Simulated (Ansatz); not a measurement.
Mulliken charges of `CB(N)Br` from r2SCAN/def2-TZVPP in Ansatz (PBE0-D4/def2-TZVP geometry).

| atom | x (Å) | y (Å) | z (Å) | charge (e) |
| --- | --- | --- | --- | --- |
| C1 | 0.222 | 0.950 | -0.701 | -0.238 |
| B2 | -0.247 | -0.408 | -0.089 | 0.168 |
| N3 | 0.074 | -0.844 | 1.187 | -0.291 |
| Br4 | -1.359 | -1.597 | -1.167 | -0.183 |
| H5 | 0.799 | 0.779 | -1.614 | 0.076 |
| H6 | 0.835 | 1.538 | -0.013 | 0.040 |
| H7 | -0.640 | 1.555 | -0.995 | 0.076 |
| H8 | -0.236 | -1.723 | 1.564 | 0.179 |
| H9 | 0.642 | -0.297 | 1.812 | 0.173 |

By hand: the dipole of these point charges (1 e Å = 4.8032 D).

Σ q r = (0.247, 0.122, 0.415) e Å, of length 0.498 e Å = 2.39 D.

How does the dipole of the full density compare? (Best estimate.)

The calculation gave: (0.303, 0.177, 0.474) e Å, 2.83 D; the point charges give 0.84 times that, at 4° from its direction.

Point charges leave out the atoms' own dipoles, such as those of lone pairs, and Mulliken's split depends on the basis, so the two needn't agree.
